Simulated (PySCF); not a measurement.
ReOF₃, SMILES [O]=[Re]([F])([F])[F] (connectivity only; charge and spin as stated), neutral, multiplicity 3.

Geometry: PBE0-D3(BJ)/def2-SVP. The spin state was assumed, not searched. The def2 effective core potentials stand for the cores of Re; spin–orbit coupling is left out.

Computed with TDA-PBE/def2-SVPD in PySCF 2.14.0.

Vertical excitations. The molecule is in vacuum.

| state | energy (eV) | λ (nm) | f | main pairs |
|---|---|---|---|---|
| root 1 | 2.29 | 541 | 0.000 | α HOMO→LUMO+1 92 % |
| root 2 | 2.31 | 537 | 0.000 | α HOMO→LUMO 97 % |
| root 3 | 2.74 | 453 | 0.000 | α HOMO−1→LUMO 92 % |
| root 4 | 2.75 | 450 | 0.000 | α HOMO−1→LUMO+1 96 % |
| root 5 | 4.05 | 306 | 0.000 | α HOMO→LUMO+2 99 % |
| root 6 | 4.51 | 275 | 0.005 | α HOMO−1→LUMO+2 97 % |
| root 7 | 4.76 | 260 | 0.001 | β HOMO→LUMO 99 % |
| root 8 | 4.96 | 250 | 0.004 | β HOMO−1→LUMO 88 % |
| root 9 | 5.05 | 245 | 0.000 | β HOMO−2→LUMO 96 % |
| root 10 | 5.13 | 242 | 0.000 | α HOMO→LUMO+3 91 %, β HOMO−1→LUMO+1 7 % |
Unrestricted roots are not spin-pure.
